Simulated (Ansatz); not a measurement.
Consider the isomerisation: `[F][Al]([SiH3])[SH]` → `F[SiH2][S][AlH2]`.

Computed with Ansatz on PBE0-D4/def2-TZVP structures; ΔE is electronic, products minus reactants. CCSD(T)/CBS is the MP2 limit (def2-TZVPP, def2-QZVPP) plus CCSD(T) − MP2 in def2-TZVPP, frozen cores. Functionals use def2-TZVPP. One conformer a species, not always the lowest.

`[F][Al]([SiH3])[SH]`:

```xyz
8

F     0.889   -1.183    1.820
Al   -0.105   -0.321    0.822
Si    0.659    0.344   -1.395
S    -2.080    0.164    1.597
H     0.989   -0.855   -2.214
H    -0.396    1.122   -2.099
H     1.882    1.188   -1.295
H    -1.839   -0.459    2.765
```

`F[SiH2][S][AlH2]`:

Cartesian coordinates in Å:
```
F 1.619 0.603 -1.336
Si 0.160 1.089 -0.897
S -1.154 -0.564 -0.739
Al -0.359 -1.437 1.105
H 0.313 1.799 0.391
H -0.361 1.973 -1.962
H 0.791 -0.668 1.867
H -1.008 -2.796 1.571
```

```json
{"level": "ωB97M-V", "ΔE (kJ/mol)": "-10.9"}
{"level": "HF/CBS(def2)", "ΔE (kJ/mol)": "-16.1"}
```

**Question.** What does CCSD(T)/CBS give? (Estimate.)

**Answer.** Ansatz gave: -4.1 kJ/mol. The listed levels differ from it by -6.8, -12.0 kJ/mol.

Largest T1 diagnostic among the species: 0.013.

The D4 term adds −4.7 kJ/mol with B3LYP and −2.2 kJ/mol with PBE0; it sums over pairs of atoms, weighted by their polarisabilities, and B3LYP, whose exchange is more repulsive, gets the larger term. In def2-TZVPP, CCSD(T) changes the Hartree–Fock value by +15.3 kJ/mol (the triples alone add +0.3 kJ/mol) and MP2 by +4.7 kJ/mol. From BLYP to BHLYP (50 % exact exchange), in def2-TZVPP and without D4, ΔE moves by −15.1 kJ/mol.

B3LYP here is the variant with VWN-RPA as its local correlation; programs differ in this.
